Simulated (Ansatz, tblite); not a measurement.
Spin states of the cluster WS₄ (the lowest singlet isomer of a short search), each relaxed with PBE-D4/def2-SVP in Ansatz. Electronic energies in the gas phase.

In the def2 sets W takes a core potential; there is no spin–orbit coupling. The xTB rows come from tblite. The structure comes from a short search, and lower isomers may exist.

Singlet geometry:

```csv
atom,x (Å),y (Å),z (Å)
W1,-0.129,0.126,0.432
S2,0.506,2.166,0.686
S3,0.737,-1.185,1.917
S4,0.419,-0.955,-1.538
S5,-1.533,-0.153,-1.497
```

Triplet geometry (C2v within 0.1 Å):

Cartesian coordinates in Å:
```
W -0.149 0.325 -0.238
S -0.760 2.208 0.605
S -0.370 0.198 -2.375
S -0.306 -1.720 1.120
S 1.585 -1.011 0.889
```

Quintet geometry (C2v within 0.1 Å):

```
atom    x (Å)    y (Å)    z (Å)
  W1   0.2030   0.1082   0.1704
  S2   2.3563   0.6129  -0.1401
  S3   0.2393   0.7549   2.3072
  S4  -1.1355  -1.6862  -0.8849
  S5  -1.6632   0.2103  -1.4526
```

Run but left out: HF/def2-TZVP, MP2/def2-TZVP (singlet: restricted singlet, unstable towards broken spin symmetry).

Only these spin states were relaxed.

```csv
level,triplet − singlet (kJ/mol),quintet − singlet (kJ/mol),lowest of these
GFN1-xTB,102.8,355.8,singlet
GFN2-xTB,13.9,176.1,singlet
PBE-D4/def2-TZVP,26.6,254.2,singlet
r2SCAN-D4/def2-TZVP,5.6,228.8,singlet
PBE0-D4/def2-TZVP,2.0,221.8,singlet
ωB97M-V/def2-TZVP,-3.7,223.3,triplet
```

```tsv
state	donor atoms	mean metal–ligand distance (Å)	range (Å)	Mulliken spin on the metal (PBE0)
singlet	4	2.257	2.15–2.40	0
triplet	4	2.306	2.15–2.46	1.17
quintet	4	2.354	2.23–2.48	1.65
```

⟨S²⟩ at PBE0-D4/def2-TZVP: singlet 0.00 (pure 0.00), triplet 2.02 (pure 2.00), quintet 6.04 (pure 6.00).

Change of the quintet − singlet gap on mixing in exact exchange, in kJ/mol: PBE to PBE0 (25 % exact exchange) -32.5.

The xTB methods have no spin-polarisation term.
